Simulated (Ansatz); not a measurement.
`C[Se][Al]([Cl])[Cl]` and `C#[C][Al]([Cl])[Cl]` differ in one atom or group.

Ansatz, PBE0-D4/def2-TZVP geometries, multiplicity 1. Each molecule was computed in one conformer, which needn't be the lowest.

Scalar relativity is left out up to krypton.

```tsv
property	`C[Se][Al]([Cl])[Cl]`
HOMO–LUMO gap (PBE/def2-TZVPP) / eV	4.36
HOMO energy (ωB97M-V/def2-TZVPP) / eV	-9.38
HOMO energy (PBE0/def2-TZVPP) / eV	-7.27
size of the dipole moment (PBE/def2-TZVPP) / D	2.09
size of the dipole moment (ωB97M-V/def2-TZVPP) / D	1.99
LUMO energy (PBE/def2-TZVPP) / eV	-1.79
```

(1) What does the change do to each property? (Estimate.)

## Answers

(1) The calculation gave: 
| property | `C#[C][Al]([Cl])[Cl]` | shift |
| --- | --- | --- |
| HOMO–LUMO gap (PBE/def2-TZVPP) / eV | 4.96 | 0.60 |
| HOMO energy (ωB97M-V/def2-TZVPP) / eV | -10.93 | -1.55 |
| HOMO energy (PBE0/def2-TZVPP) / eV | -8.68 | -1.41 |
| size of the dipole moment (PBE/def2-TZVPP) / D | 1.75 | -0.34 |
| size of the dipole moment (ωB97M-V/def2-TZVPP) / D | 1.82 | -0.17 |
| LUMO energy (PBE/def2-TZVPP) / eV | -2.47 | -0.68 |

With PBE0 the HOMO falls by 1.41 eV and the LUMO falls by 0.69 eV, so the gap widens by about 0.72 eV. PBE moves the HOMO by -1.28 eV and ωB97M-V by -1.55 eV. Dipoles are sizes alone; their direction can turn.

Spin–orbit coupling is left out; it splits and shifts lone-pair levels of the heavy atoms by tenths of an eV.
